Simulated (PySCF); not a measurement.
# A small calculation by hand: chemical shift, span and skew from a shielding tensor

Zn(F)(OMe) (CH3FOZn), SMILES [O]([Zn][F])C. Atoms are numbered in the order given.

```xyz
7

Zn     0.0606     0.4347     0.0000
F     -0.2349     2.1489     0.0000
O      0.5290    -1.2705     0.0000
C     -0.3563    -2.3566     0.0000
H     -1.0145    -2.3912    -0.8931
H      0.2308    -3.2938     0.0000
H     -1.0145    -2.3912     0.8931
```

Coordinates come from a B3LYP-D3(BJ)/def2-SVP optimisation. The values are those of a single conformer.

GIAO shieldings from KT2/pcSseg-1 run with PySCF, non-relativistic, no solvent. The symmetric part of the tensor of F2 has the principal values 356.4, 358.2, 490.1 ppm. The same nucleus in CFCl3 has σ = 127.1 ppm at this level (PySCF, at its B3LYP-D3(BJ)/def2-TZVP geometry).

Task: Work out the isotropic shielding, the ¹⁹F shift against CFCl3, the span and the skew.

Result: 
σ(iso) = (σ11 + σ22 + σ33)/3 = 401.6 ppm. δ = σ(ref) − σ(iso) = 127.1 − (401.6) = -274.5 ppm.
Span Ω = σ33 − σ11 = 133.7 ppm. Skew κ = 3(σ(iso) − σ22)/Ω = 0.97, an axial tensor. Tumbling in solution averages the tensor to δ; in a static solid the shielding alone would spread this spin-1/2 line over Ω.
